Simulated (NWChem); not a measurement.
System: C2H6AlCl; SMILES [CH3][Al]([CH3])[Cl]

Here is an NWChem input.

```
start job
memory heap 200 mb stack 900 mb global 1100 mb
geometry units angstroms noautoz
  Al     0.000000     0.000000    -0.405064
  C     -0.004509     1.742941    -1.273488
  H     -0.107402     1.674791    -2.367941
  H      0.932887     2.283859    -1.057561
  H     -0.822180     2.375864    -0.890406
  C      0.004509    -1.742941    -1.273488
  H     -0.932887    -2.283859    -1.057561
  H      0.822180    -2.375864    -0.890406
  H      0.107402    -1.674791    -2.367941
  Cl     0.000000     0.000000     1.719065
end
basis spherical
  * library def2-svpd
end
dft
  xc xpbe96 cpbe96
  iterations 150
end
tddft
  cis
  nroots 6
  notriplet
end
task tddft energy
```

The geometry was optimised at PBE0/def2-SVP.

Vertical excitations in the gas phase.

Question: What results follow from this input? (PBE/def2-SVPD, TDA.) Quantities: lowest excitation, singlet (eV); oscillator strength of that lowest state; lowest state with f > 0.02, singlet (eV); oscillator strength of that bright state; orbital gap (eV).

Answer: 
```yaml
lowest excitation, singlet (eV): 5.26
oscillator_strength_of_that_lowest_state: 0.000
lowest state with f > 0.02, singlet (eV): 5.94
oscillator_strength_of_that_bright_state: 0.144
orbital gap (eV): 5.19
```
